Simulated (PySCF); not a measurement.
# Spinor energies of In³⁺ (indium, charge +3)

Start: [Kr] 4d10. Calculated with PySCF 2.14 in x2c-QZVPPall-2c (13s13p9d4f1g, 134 functions): generalised Hartree-Fock with the X2C-1e Hamiltonian and a Gaussian nucleus; one run each with spin-orbit coupling (SO) switched off, then screened by Boettger's factors.

```
spinor shell  electrons  ε, spin-free (eV)  ε, screened SO (eV)  weight of nominal j (screened SO)  rms radius, screened SO (bohr)
       1s1/2          2           -28111.5             -28109.4                              1.000                          0.0340
       2s1/2          2            -4324.9              -4324.3                              1.000                           0.139
       2p1/2          2            -3877.7              -4024.1                              1.000                           0.120
       2p3/2          4            -3877.7              -3810.8                              1.000                           0.125
       3s1/2          2            -883.45              -883.28                              1.000                           0.371
       3p1/2          2            -733.39              -760.69                              1.000                           0.365
       3p3/2          4            -733.39              -720.85                              1.000                           0.376
       3d3/2          4            -501.16              -505.89                              1.000                           0.350
       3d5/2          6            -501.16              -497.84                              1.000                           0.353
       4s1/2          2            -173.40              -173.37                              1.000                           0.908
       4p1/2          2            -126.55              -131.38                              1.000                           0.968
       4p3/2          4            -126.55              -124.34                              1.000                           0.998
       4d3/2          4            -56.580              -57.172                              1.000                            1.23
       4d5/2          6            -56.580              -56.178                              1.000                            1.25
```

```tsv
quantity	spin-free	screened SO
E (hartree)	-5875.90344	-5877.19639
M_J	0	0
⟨J²⟩	0.000	0.000
⟨L²⟩	0.000	0.017
⟨S²⟩	0.000	0.017
```

Breit and QED terms are absent; they matter most for the inner s and p1/2 levels.

Densities and radii are taken from the X2C orbitals without a picture-change correction, which distorts them close to the nucleus.

Without spin-orbit coupling the j labels of p, d and f shells carry no meaning; the spin-free column gives the mean over the occupied spinors of each nl shell.
